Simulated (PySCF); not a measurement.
## Energy of Zr (zirconium, neutral) between two integer charges

The 5s beta orbital of [Kr] 4d2 5s2 is emptied in steps (occupation f), with all orbitals relaxed, ending at [Kr] 4d2 5s1. Calculation: PySCF 2.14, in aug-cc-pVTZ-PP with ECP28MDF (6s6p5d3f2g, 88 functions); a scalar-relativistic core potential. The exact energy is a straight line in f; departures are measured from the line between the end points of the same method.

```tsv
f	UHF (eV)	LDA (eV)	PBE (eV)
1	0.000	0.000	0.000
0.9	0.015	-0.224	-0.215
0.7	0.033	-0.526	-0.504
0.5	0.038	-0.628	-0.603
0.3	0.030	-0.528	-0.508
0.1	0.012	-0.227	-0.212
0	0.000	0.000	0.000
```

**Question.** For LDA, how does the orbital energy at f = 1 compare with the removal energy?

**Answer.** −ε = 4.234 eV against a total-energy difference of 6.721 eV. By Janak's theorem ε = ∂E/∂f, so the gap between them reflects the curvature. Along the path −ε is 4.722 (f = 0.9), 5.711 (f = 0.7), 6.713 (f = 0.5), 7.723 (f = 0.3), 8.739 (f = 0.1) eV.

```tsv
method	E(f=0) − E(f=1) (eV)	−ε at f=1 (eV)	−ε at f=0.5 (eV)
UHF	5.183	5.356	5.174
LDA	6.721	4.234	6.713
PBE	6.423	4.040	6.411
```

Reference removal energy between the ground levels: 6.634 eV (measured; NIST Atomic Spectra Database, ionization energies). The calculation has no spin-orbit coupling. UHF lacks correlation.
